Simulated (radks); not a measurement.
Results of a calculation; reference values are marked as such.
Isoelectronic series with 17 electrons, each ion in its NIST ground configuration. Level of theory: scalar-relativistic Kohn-Sham, PBE, spin-unpolarised, spherical densities, finite nucleus; Fermi nuclear charge, rms radius of each element as measured or else 0.836 A^(1/3) + 0.57 fm (a radial shooting solver on a logarithmic mesh with Libxc functionals). Total energies (hartree) and mean radii <r> (bohr) (* marks an orbital that is empty in some or all of the ions):

ion    configuration  E (hartree)     3d*      3p      3s      2p      2s
V6+     [Ne] 3s2 3p5   -938.31483  0.9462  0.9166  0.8881  0.2735  0.3077
Cr7+    [Ne] 3s2 3p5  -1035.01801  0.8562  0.8502  0.8305  0.2593  0.2925
Mn8+    [Ne] 3s2 3p5  -1136.66856  0.7835  0.7931  0.7801  0.2464  0.2787
Fe9+    [Ne] 3s2 3p5  -1243.28014  0.7233  0.7435  0.7355  0.2347  0.2661
Co10+   [Ne] 3s2 3p5  -1354.86735  0.6724  0.6998  0.6957  0.2241  0.2545
Ni11+   [Ne] 3s2 3p5  -1471.44617  0.6286  0.6612  0.6601  0.2143  0.2439
Cu12+   [Ne] 3s2 3p5  -1593.03278  0.5905  0.6266  0.6279  0.2054  0.2341
Zn13+   [Ne] 3s2 3p5  -1719.64540  0.5571  0.5956  0.5988  0.1971  0.2250
Ga14+   [Ne] 3s2 3p5  -1851.30235  0.5273  0.5675  0.5721  0.1895  0.2165
Ge15+   [Ne] 3s2 3p5  -1988.02319  0.5008  0.5419  0.5478  0.1825  0.2087
